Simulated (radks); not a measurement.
Question: Coherent X-ray form factor from a spherical all-electron density. All-electron calculation, non-relativistic Kohn-Sham, PBE, spin-polarised, spherical densities, point nucleus. Program: a radial shooting solver on a logarithmic mesh with Libxc functionals.

sin(theta)/lambda (1/angstrom)  f0 (electrons)
0.05                                    16.507
0.1                                     15.228
0.15                                    13.597
0.2                                     12.000
0.25                                    10.646
0.3                                      9.585
0.4                                      8.173
0.5                                      7.284
0.6                                      6.569
0.8                                      5.219
1                                        4.002
1.25                                     2.866
1.5                                      2.155
2                                        1.498

The species is in the configuration that NIST lists as its ground one. Which atom or ion scatters so?

Answer: Neutral chlorine, [Ne] 3s2 3p5. Extrapolating in s^2 from the first two rows gives f0(0) = 16.9, near the electron count 17; among species with that count, the fall with angle is slower the higher Z, and the table is that of Z = 17; from so few rows the species is fixed only to a neighbour or two.
